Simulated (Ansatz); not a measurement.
Single points on NiF₂⁻.

```yaml
crystal:
  periodic: [false, false, false]
  atoms:
    - {symbol: Ni, position_ang: [-0.000124, -0.000073, -0.000006]}
    - {symbol: F, position_ang: [-0.017254, -0.021381, 1.710525]}
    - {symbol: F, position_ang: [0.017378, 0.021454, -1.710529]}
basis:
  gaussian: {orbitals: def2-TZVPD}
total_charge: -1
magnetization: {spin_polarized: true, initial_magnetization: 1}
hamiltonian: {xc: pbe0, dispersion: d4}
output: {orbitals: {seedname: orbitals}}
```

The file start.molden holds the orbitals of an earlier run on this structure, at another level or in another basis.

```sh
$ ansatz run in.yaml --threads 2 --pin off --events-out ev --progress --plain --max-ram 4352MiB
```

Output, abridged:

```
Functional definition: PBE0
963 factors; their error is unknown
mean field evaluation 1: about -46464.6580 eV, gradient 5.9e1 eV
mean field evaluation 2: about -46403.7837 eV, gradient 2.0e2 eV
mean field evaluation 4: about -46471.2135 eV, gradient 1.1e1 eV
mean field evaluation 8: about -46471.5488 eV, gradient 1.2e-1 eV
mean field evaluation 16: about -46471.6613 eV, gradient 1.4e-3 eV
mean field evaluation 32: about -46471.6613 eV, gradient 1.4e-5 eV
mean field -46471.66132136 eV, -1707.8020539367 hartree, gradient 9.8e-6 eV, S^2 0.778838; 3 other end points of the search recorded, 0 dependent functions left out
reference -46471.66134972 eV, -1707.8020549787 hartree; 24, 23 occupied and 104, 105 virtual orbitals, 963 factors
Total energy: -46471.69102669 eV, -1707.8031455874 hartree
```

Run time 27 s (2 threads of Intel Xeon Platinum 8488C on a shared host).

The first input with `gaussian: {orbitals: def2-TZVP, initial_orbitals: start.molden}`, `hamiltonian: {xc: {name: LC-wPBE, parameters: {omega: 0.2/bohr}}}`, `scf: {omitted_lower_state_checks: [starts]}` (abridged; 13 s):

```
Functional definition: LC-wPBE
mean field evaluation 16: about -46473.7475 eV, gradient 6.4e-6 eV
mean field -46473.74748294 eV, -1707.8787189605 hartree, gradient 6.4e-6 eV, S^2 0.758431
Total energy: -46473.74748296 eV, -1707.8787189615 hartree
Checks for a lower state left out: starts
```

First input, but with `gaussian: {orbitals: def2-TZVPD, initial_orbitals: start.molden}`, `hamiltonian: {xc: r2scan, dispersion: d4}`, `scf: {omitted_lower_state_checks: [starts]}` (abridged; 13 s):

```
Functional definition: r2SCAN
mean field -46480.97885202 eV, -1708.1444668727 hartree, gradient 7.3e-6 eV, S^2 0.775985
Total energy: -46480.98685052 eV, -1708.1447608120 hartree
Checks for a lower state left out: starts
```

First input, but with `gaussian: {orbitals: def2-TZVP, initial_orbitals: start.molden}`, `hamiltonian: {xc: {name: LC-wPBE, parameters: {omega: 0.1/bohr}}}`, `scf: {omitted_lower_state_checks: [starts]}` (abridged; 20 s):

```
Functional definition: LC-wPBE
mean field evaluation 16: about -46473.2940 eV, gradient 5.2e-6 eV
mean field -46473.29404793 eV, -1707.8620555313 hartree, gradient 5.2e-6 eV, S^2 0.758454
Total energy: -46473.29404805 eV, -1707.8620555359 hartree
Checks for a lower state left out: starts
```

First input, but with `gaussian: {orbitals: def2-TZVPD, initial_orbitals: start.molden}`, `correlation: {method: ccsd_t}`, `scf: {omitted_lower_state_checks: [starts, cluster_reference]}` and without the key `hamiltonian` (abridged; 51 s):

```
Functional definition: HF
mean field evaluation 16: about -46419.7798 eV, gradient 3.5e0 eV
mean field -46419.84402427 eV, -1705.8978033915 hartree, gradient 1.0e-6 eV, S^2 1.506400; 1 other end points of the search recorded, 0 dependent functions left out
7 core orbitals not correlated: weight in the atoms' cores, before any rotation towards them, 1.000 or more for the frozen orbitals, at most 0.000 for the correlated occupied ones
second order -29.52805738 eV of doubles, -0.00000000 eV of singles
cycle   1  -27.22590246 eV  change     2.3e0 eV  update   2.0e-1
cycle   2  -28.42573703 eV  change    -1.2e0 eV  update   7.9e-2
cycle   3  -28.82698113 eV  change   -4.0e-1 eV  update   6.9e-2
cycle   4  -28.91554996 eV  change   -8.9e-2 eV  update   4.5e-2
cycle   5  -28.96530541 eV  change   -5.0e-2 eV  update   2.7e-2
cycle   6  -29.08224914 eV  change   -1.2e-1 eV  update   1.4e-2
cycle   7  -29.10024830 eV  change   -1.8e-2 eV  update   7.5e-3
cycle   8  -29.10729726 eV  change   -7.0e-3 eV  update   4.3e-3
cycle   9  -29.11781803 eV  change   -1.1e-2 eV  update   2.8e-3
cycle  10  -29.11282689 eV  change    5.0e-3 eV  update   1.5e-3
cycle  11  -29.11264404 eV  change    1.8e-4 eV  update   8.0e-4
cycle  12  -29.11458328 eV  change   -1.9e-3 eV  update   4.1e-4
cycle  13  -29.11449856 eV  change    8.5e-5 eV  update   2.0e-4
cycle  14  -29.11482685 eV  change   -3.3e-4 eV  update   9.4e-5
cycle  15  -29.11501858 eV  change   -1.9e-4 eV  update   3.7e-5
cycle  16  -29.11498974 eV  change    2.9e-5 eV  update   2.0e-5
perturbative correction -0.83630927 eV, -0.0307337986 hartree
Total energy: -46449.79532328 eV, -1706.9984933283 hartree
Checks for a lower state left out: starts, cluster_reference
```

The first input with `gaussian: {orbitals: def2-TZVPD, initial_orbitals: start.molden}`, `hamiltonian: {xc: pbe, dispersion: d4}`, `scf: {omitted_lower_state_checks: [starts]}` (abridged; 13 s):

```
Functional definition: PBE
mean field evaluation 16: about -46472.2158 eV, gradient 6.0e-6 eV
mean field -46472.21582036 eV, -1707.8224313989 hartree, gradient 6.0e-6 eV, S^2 0.760381
Total energy: -46472.25144980 eV, -1707.8237407568 hartree
Checks for a lower state left out: starts
```

First input, but with `gaussian: {orbitals: def2-TZVP, initial_orbitals: start.molden}`, `hamiltonian: {xc: {name: LC-wPBE, parameters: {omega: 0.3/bohr}}}`, `scf: {omitted_lower_state_checks: [starts]}` (abridged; 15 s):

```
Functional definition: LC-wPBE
mean field -46474.33526434 eV, -1707.9003195285 hartree, gradient 5.8e-6 eV, S^2 0.758820
Total energy: -46474.33526435 eV, -1707.9003195289 hartree
Checks for a lower state left out: starts
```

Geometry: PBE-D4/def2-TZVP, that of the neutral triplet.

Correlated methods freeze 7 core orbitals; core or outer-core shells of Ni are correlated, in sets that lack core-valence functions. At PBE0-D4/def2-TZVPD, r2SCAN-D4/def2-TZVPD, LC-ωPBE (ω = 0.10 bohr⁻¹)/def2-TZVP, PBE-D4/def2-TZVPD the highest occupied level of the charge -1 doublet lies above zero (up to 1.77 eV). By energy differences its removal costs 2.28 eV (vertical, to the charge 0 triplet, at PBE-D4/def2-TZVPD); a positive level beside a positive removal energy at the same level points to self-interaction error. At CCSD(T)/def2-TZVPD T1 of the charge -1 doublet is large (up to 0.067), so the single-reference result is doubtful. At CCSD(T)/def2-TZVPD the charge -1 doublet is spin-contaminated (final ⟨S²⟩ up to 1.51, 0.75 for a pure state).
